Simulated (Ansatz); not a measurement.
Two isomers of C2H5NSi: A = `N=C1C[SiH2]1`, B = `C1=C[SiH2]N1`.

Program: Ansatz. Geometries: PBE0-D4/def2-TZVP. ΔE: electronic, gas phase. CCSD(T)/CBS adds triple-zeta CCSD(T) − MP2 to the extrapolated MP2 energy (def2 sets, frozen cores). DFT in def2-TZVPP. B3LYP here is the variant with VWN-RPA as its local correlation; programs differ in this. Each species was taken in one conformer, which may not be the lowest.

**Question.** Which is lower in electronic energy at CCSD(T)/CBS, and by how much? (Best estimate.)

**Answer.** The calculation gave: B, by 33.4 kcal/mol.

**Question.** Give E(B) − E(A) in kcal/mol with r2SCAN-D4, HF/def2-TZVPP, CCSD/def2-TZVPP, B3LYP-D4, BLYP-D4, ωB97M-V, CCSD(T)/def2-SVP. (An estimate is asked.)

**Answer.** The calculation gave: r2SCAN-D4 -31.1, HF/def2-TZVPP -36.1, CCSD/def2-TZVPP -32.8, B3LYP-D4 -30.7, BLYP-D4 -27.9, ωB97M-V -32.6, CCSD(T)/def2-SVP -28.8. None reverses the order clearly.

**Question.** Does the order hold for the free energy at 298.15 K (harmonic terms from PBE0-D4)? (Best estimate.)

**Answer.** Computed: Yes: G(B) − G(A) = -31.4 kcal/mol, for one conformer each.

Largest T1 diagnostic: 0.014.

From BLYP to BHLYP (50 % exact exchange), in def2-TZVPP and without D4, E(B) − E(A) moves by −6.5 kcal/mol. At CCSD(T), def2-SVP lies +4.6 kcal/mol from the extrapolated value and def2-TZVPP +1.3 kcal/mol.
